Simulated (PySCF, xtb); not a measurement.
Cl3HOZr, SMILES [Zr]([Cl])([Cl])([Cl])[OH], multiplicity 1.

GFN2-xTB (xtb 6.7.1) at its own geometry gives an orbital gap of 3.45 eV and a dipole moment of 4.96 D.

Coordinates come from a B3LYP-D3(BJ)/def2-SVP optimisation. The spin state was assumed, not searched. The isomer is the one that the SMILES or the coordinates give; other isomers of the formula were not compared. The def2 effective core potentials stand for the cores of Zr; spin–orbit coupling is left out. The values are those of a single conformer.

**Question.** What does PBE/def2-TZVP (PySCF) give? (An estimate is asked for; the answer gives what the named calculation found.)

**Answer.** gap 5.05 eV (levels -7.92 and -2.87 eV), dipole 2.96 D.
